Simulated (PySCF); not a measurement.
# A small calculation by hand: oscillator strength and radiative lifetime

Ga(Cl)2(SiH3) (Cl₂GaH₃Si), SMILES [SiH3][Ga]([Cl])[Cl].

The structure is a stationary point at B3LYP-D3(BJ)/def2-SVP. The structure was generated by enumeration; whether it is a known compound was not checked.

TDA-M06-2X/def2-SVPD (PySCF) puts the first singlet state with f over 0.02 at 6.45 eV (vertical), with the transition dipole (-0.127, -0.328, 0.105) in atomic units.

Q: Find the oscillator strength, the wavelength and the radiative lifetime that this transition would have in vacuum if emission retraced absorption.

A: 
|μ|² = 0.1347 au, so |μ| = 0.93 D. ΔE = 6.45/27.211 = 0.2370 hartree. f = (2/3) ΔE |μ|² = 0.021 (the program prints 0.021).
λ = 1239.84/6.45 = 192 nm; ν = 52023 cm⁻¹.
Einstein's coefficient A = 0.6670 ν² f s⁻¹ (ν in cm⁻¹) = 3.8e7 s⁻¹, so τ = 1/A = 26 ns. This state is S3; the lower singlets have f = 0.020, 0.000. The figure is the radiative limit of this one transition; relaxation, internal conversion, crossing to triplets and a medium change what is measured.
